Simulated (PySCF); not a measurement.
Species: BBrH₄N₂.
SMILES with atom numbers: `[NH2:1][B:2]([NH2:3])[Br:4]` (hydrogens: H5, H6 on N1; H7, H8 on N3)

The calculation used MP2 and CCSD/aug-cc-pVDZ in PySCF, restricted Hartree–Fock reference, 12 core orbitals frozen, non-relativistic, gas phase, PBE0-D3(BJ)/def2-SVP geometry.

E(HF) = -2708.46102 Eh.

How large is the problem?

141 basis functions and 58 electrons; 12 orbitals frozen, which leaves o = 17 correlated occupied and v = 112 virtual orbitals. That is o·v = 1904 singles and o·v(o·v + 1)/2 = 1813560 distinct closed-shell doubles amplitudes before symmetry; the costliest CCSD step grows as o²v⁴ = 4.5 × 10^10.

What are the MP2 and CCSD correlation energies?

MP2 -0.5866 Eh and CCSD -0.6175 Eh, which gives totals of -2709.04764 and -2709.07855 Eh. That is 0.494 eV for each correlated electron at CCSD (1621 kJ/mol in all, 0.023 % of the total energy); MP2 gives 95.0 % of the CCSD value.

What is the T1 diagnostic?

0.0098, below the customary warning level of 0.02. It is the norm of the spatial-orbital singles amplitudes over the root of the number of correlated electrons, so the norm is 0.057.

How does correlation change the dipole moment?

HF gives 3.18 D and CCSD (unrelaxed density) 3.02 D, a change of -0.16 D.

No triples correction and no basis-set extrapolation were made.

The job also held the EOM ionisation roots. On an Arm Neoverse V1 with one thread, no GPU, shared host with 32 logical CPUs at a one-minute load of 15, this took 3.7 min wall and 2.5 GiB of memory at its peak.

Conformer computed: `[NH2:1][B:2]([NH2:3])[Br:4]`: H–N1–B2–N3 0°, H–N1–B2–N3 180°, H–N3–B2–N1 0°, H–N3–B2–N1 180°.
